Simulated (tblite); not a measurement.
Problem. What does the GFN2-xTB structure of InChI=1S/C5H8F3NSi/c1-3-4(9(2)10)5(6,7)8/h1,4H,2,10H3/t4-/m0/s1 look like in three dimensions?

Solution. 
```
atom  x, y, z in Å
C1    -1.894    1.085   -2.093
C2    -1.382    0.779   -1.057
C3    -0.727    0.374    0.181
N4     0.699    0.281    0.057
C5     1.166   -0.629   -0.966
Si6    1.731    0.709    1.378
C7    -1.378   -0.946    0.654
F8    -1.430   -1.895   -0.289
F9    -2.642   -0.750    1.065
F10   -0.718   -1.477    1.695
H11   -2.354    1.377   -2.990
H12   -0.959    1.108    0.963
H13    2.212   -0.413   -1.170
H14    0.589   -0.487   -1.881
H15    1.085   -1.677   -0.660
H16    1.060    1.852    1.999
H17    2.993    1.072    0.739
H18    1.939   -0.357    2.364
```

Orientation and origin are arbitrary. Atoms count from 1 in this order. Si6 (SiH3 silicon) is distorted tetrahedral (angles from 104.0° to 114.7°). The C–C distances run from 1.196 Å (C1≡C2, drawn triple) to 1.545 Å (C3–C7, drawn single), a spread of 0.349 Å. Of the pairs four or more bonds apart, C2···H14 is among the closest relative to their van der Waals radii: 2.48 Å, 86 % of the sum of Bondi's values. N4 (silicon-bound nitrogen) has angles 120.7°, 120.2° and 115.0°, sum 355.9°, 0.18 Å off the plane of its three neighbours.

Bonds between heavy atoms (Å): C1≡C2 1.196, C2–C3 1.458, C3–N4 1.434, N4–C5 1.446, N4–Si6 1.730, C3–C7 1.545, C7–F8 1.339, C7–F9 1.343, C7–F10 1.342.

The geometry is computed with GFN2-xTB (gas phase).

Point group: C1 (no symmetry element, even within 0.4 Å). Its GFN2-xTB frequencies are all real (lowest 37 cm⁻¹). One conformer, not necessarily the lowest (C2–C3–N4–C5 -58°).

The run took 2.1 s wall, 1.9 s CPU on an Intel Xeon at 2.50 GHz with one thread, no GPU, shared host. This is the geometry optimisation.
